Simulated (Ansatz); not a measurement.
Compare A (`CCN([SiH3])C(C)(C)C`) with its isomer B (`CC[Si](N)(CC)CC`).

Gas-phase electronic energies from Ansatz, PBE0-D4/def2-TZVP geometries. CBS: MP2 limit from def2 TZ/QZ plus the TZ coupled-cluster correction, frozen cores. DFT in def2-TZVPP. B3LYP here is the variant with VWN-RPA as its local correlation; programs differ in this. One conformer a species, not always the lowest.

(1) Which is lower in electronic energy at CCSD(T)/CBS, and by how much? (Best estimate.)

(2) Give E(B) − E(A) in kcal/mol with MP2/def2-TZVPP, BLYP-D4, B3LYP-D4, HF/def2-TZVPP, LDA (SPW92), PBE0-D4, ωB97M-V. (Best estimate.)

Largest T1 diagnostic: 0.010.

## Answers

(1) Computed: B, by 36.7 kcal/mol.

(2) Ansatz gave: MP2/def2-TZVPP -35.9, BLYP-D4 -36.5, B3LYP-D4 -37.3, HF/def2-TZVPP -37.9, LDA (SPW92) -31.8, PBE0-D4 -38.0, ωB97M-V -37.6. None reverses the order clearly.

Leaving LDA and LC-ωPBE aside and taking each functional with its dispersion term where it has one, the values, not all of them listed here, spread over 3.2 kcal/mol, from r2SCAN0-D4 to revPBE-D4. LDA lies +7.4 kcal/mol from PBE without D4. From BLYP to BHLYP (50 % exact exchange), in def2-TZVPP and without D4, E(B) − E(A) moves by +1.6 kcal/mol.
